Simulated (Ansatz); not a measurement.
K5H6⁻, relaxed as a singlet with RKS PBE-D4/def2-SVPD in Ansatz, starting from the GFN1-xTB geometry. Force threshold 0.02 eV/Å.

The structure comes from a short search, and lower isomers may exist.

Start:

Cartesian coordinates in Å:
```
K 1.326 -2.307 -1.476
K -1.123 1.835 -2.110
K 1.726 -1.507 1.967
K -0.766 2.620 1.338
K -1.453 -0.815 0.352
H -0.102 -2.876 0.656
H -2.625 1.333 0.007
H 0.005 3.520 -0.776
H 3.146 -1.714 0.007
H 0.179 0.449 2.188
H -0.313 -0.537 -2.152
```

**Question.** Estimate the energy that the relaxation releases and the steps that it takes.

**Answer.** 0.18 eV, in 4 steps; 14 s on 4 threads of Arm Neoverse V1 on a shared host. No frequencies were taken in this run, so the end may be a saddle point.

**Question.** Does the start keep its bonding?

**Answer.** By distances, no bond broke or formed. The bond that changes most is K5–H7, from 2.47 to 2.63 Å (atoms count from 1).

**Question.** Predict the relaxed structure.

**Answer.** 
```csv
atom,x (Å),y (Å),z (Å)
K1,1.3869,-2.3044,-1.4971
K2,-1.1159,1.8901,-2.1408
K3,1.7926,-1.5094,1.9779
K4,-0.7328,2.6729,1.3393
K5,-1.6500,-0.9301,0.3984
H6,-0.0426,-2.9947,0.6779
H7,-2.7090,1.4426,-0.0137
H8,-0.0235,3.8366,-0.8495
H9,3.4292,-1.9144,0.0271
H10,0.0900,0.4127,2.2919
H11,-0.4249,-0.6019,-2.2113
```
Bond lengths (bridged metal pairs left out): 14 × H–K 2.58 to 2.70 Å.
